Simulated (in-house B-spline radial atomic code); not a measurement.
Inner levels of lead as electrons are removed. A shift is the extra binding of the orbital against the neutral atom ([Xe] 4f14 5d10 6s2 6p2). Computed with an all-electron radial atomic-structure program (B-spline basis): non-relativistic Hartree-Fock, average of the configuration, point nuclei.

This level leaves out relativity, spin-orbit splitting included, which matters for heavy ions.

```tsv
ion	configuration	shift of 2s (eV)	shift of 3s (eV)	shift of 4d (eV)	radius of 2s (bohr)	radius of 3s (bohr)	radius of 4d (bohr)	Σ<r²> (bohr²)	change of density at nucleus (bohr⁻³)
Pb37+	[Kr] 4d9	1533.09	1506.45	1320.55	0.077589	0.19308	0.3806	3.5246	160.53
Pb38+	[Kr] 4d8	?	?	?	?	?	?	?	?
Pb39+	[Kr] 4d7	1692.19	1650.4	1440.12	0.077568	0.1927	0.37555	3.1334	280.6
Pb40+	[Kr] 4d6	1773.35	1723.61	1500.81	0.077556	0.19251	0.37308	2.9451	342.57
Pb41+	[Kr] 4d5	1855.59	1797.62	1562.11	0.077545	0.1923	0.37064	2.7614	405.86
Pb42+	[Kr] 4d4	1938.9	1872.44	1624.01	0.077533	0.19209	0.36825	2.5821	470.44
Pb43+	[Kr] 4d3	?	?	?	?	?	?	?	?
Pb44+	[Kr] 4d2	2108.73	2024.48	1749.63	0.077508	0.19166	0.36355	2.2365	603.5
Pb45+	[Kr] 4d1	2195.24	2101.7	1813.33	0.077495	0.19144	0.36125	2.0699	671.98
```

(1) Fill in the row of Pb38+.

(2) Fill in the row of Pb43+.

Results:

(1) shift of 2s (eV): 1612.1; shift of 3s (eV): 1578.02; shift of 4d (eV): 1380.03; radius of 2s (bohr): 0.077578; radius of 3s (bohr): 0.1929; radius of 4d (bohr): 0.37805; Σ<r²> (bohr²): 3.3265; change of density at nucleus (bohr⁻³): 219.92.

(2) shift of 2s (eV): 2023.28; shift of 3s (eV): 1948.06; shift of 4d (eV): 1686.52; radius of 2s (bohr): 0.07752; radius of 3s (bohr): 0.19188; radius of 4d (bohr): 0.36588; Σ<r²> (bohr²): 2.4072; change of density at nucleus (bohr⁻³): 536.31.
